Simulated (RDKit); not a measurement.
RDKit input (MMFF94):

```python
from rdkit import Chem
from rdkit.Chem import AllChem, rdDetermineBonds

mol = Chem.MolFromXYZFile('mol.xyz')
rdDetermineBonds.DetermineBonds(mol, charge=0)
print('SMILES', Chem.MolToSmiles(Chem.RemoveHs(mol)))
ff = AllChem.MMFFGetMoleculeForceField(mol, AllChem.MMFFGetMoleculeProperties(mol))
e0 = ff.CalcEnergy()
flag = ff.Minimize(maxIts=5000, forceTol=1e-5)
print(f'energy {e0:.4f} -> {ff.CalcEnergy():.4f} kcal/mol, converged: {flag == 0}')
print(Chem.MolToXYZBlock(mol))
```
mol.xyz:
```
12

Si     2.35129800    -0.33395300     0.35705000
C      0.51438300    -0.13066900     0.13864500
C     -0.49768000    -0.83077100     0.87162400
C     -1.76524600    -0.48679800     0.50688100
S     -1.76273300     0.69816300    -0.73820000
C     -0.04596500     0.73202300    -0.76928700
H      2.76053500     0.00250500     1.74208700
H      2.76485600    -1.73286000     0.09052500
H      3.04655300     0.56860500    -0.58948700
H     -0.28679500    -1.56157200     1.64005900
H     -2.69600600    -0.86254500     0.89925900
H      0.46345800     1.38789700    -1.45710900
```

Output:

```
SMILES [SiH3]c1ccsc1
energy 16.8880 -> 16.3099 kcal/mol, converged: True
12

Si     2.345854   -0.333845    0.356922
C      0.499310   -0.121782    0.129268
C     -0.473976   -0.837588    0.878848
C     -1.754286   -0.486091    0.506168
S     -1.768903    0.694528   -0.734398
C     -0.055628    0.745421   -0.783389
H      2.738058    0.002621    1.749309
H      2.742397   -1.740138    0.090708
H      3.092343    0.552952   -0.572921
H     -0.269833   -1.571620    1.650660
H     -2.686550   -0.864979    0.901844
H      0.437870    1.410547   -1.480972
```

The geometry given is a B3LYP-D3(BJ)/def2-TZVP minimum.
